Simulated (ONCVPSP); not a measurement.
# Before and after: ONCV potential for Be (Z = 4)

```
Element                 : Be
Generator               : ONCVPSP 4.0.1
Type                    : optimised norm-conserving Vanderbilt (ONCV)
Functional              : PBE
Relativity              : scalar-relativistic
Frozen core             : none
Valence charge          : 4
Reference configuration : 1s2 2s2
Partial waves           : 1s+2s: rc 0.90 bohr, ncon 3, nbas 8, qcut 15 1/bohr, 2 projectors; p scattering state at 0.3 Ha: rc 0.70 bohr, ncon 4, nbas 7, qcut 10.1 1/bohr, 2 projectors, debl 1.7 Ha; d scattering state at 0.33 Ha: rc 0.75 bohr, ncon 4, nbas 8, qcut 13.5 1/bohr, 1 projector
Local potential         : polynomial inside 0.55 bohr (lpopt 5, dvloc0 0 Ha)
Core correction         : none
```

All-electron outer shells of the reference configuration (PBE, scalar-relativistic, ld1.x):

```json
{"shell": "1s", "level (eV)": "-106.21", "outermost node (bohr)": "–", "outermost maximum (bohr)": "0.27"}
{"shell": "2s", "level (eV)": "-5.61", "outermost node (bohr)": "0.59", "outermost maximum (bohr)": "2.04"}
```

Change: all radii scaled by about 1.17 (s 1.06, p 0.82, d 0.88 bohr); local potential polynomial inside 0.64 bohr (lpopt 5, dvloc0 0 Ha).

Cutoffs: the cutoffs (Ha) at which the residual kinetic energy of the hardest occupied pseudo-wave falls to 1 and 0.1 mHa per electron; they do not see the model core or the augmentation charge, which bear on the density cutoff. Errors are all-electron minus pseudo energies relative to the spin-unpolarised reference configuration.

Q: How do hardness, ghosts and transferability respond?

A: The potential gets softer (74 Ha and 87 Ha → 68 Ha and 80 Ha); of the 4 tests that both files solve, the error grows in 1 and shrinks in 0 by more than 15 % and 0.3 meV (median size 2.4 → 2.4 meV); neither file shows a bound ghost. A larger radius leaves more room for a smooth pseudo-wave, so fewer plane waves are needed.

```tsv
quantity	base	changed
cutoff, loose	74 Ha	68 Ha
cutoff, tight	87 Ha	80 Ha
bound ghosts	none	none
GHOST(+) flags under 300 eV	none	none
error for 1s2 2s1, meV [ΔE 9.55 eV]	+0.6	+0.4
error for 1s2 2s0, meV [ΔE 27.50 eV]	+4.2	+4.4
error for 1s2 2s1.5, meV [ΔE 3.76 eV]	+0.1	0.0
error for 1s2 2s0 2p1, meV [ΔE 13.46 eV]	+4.6	+5.6
```
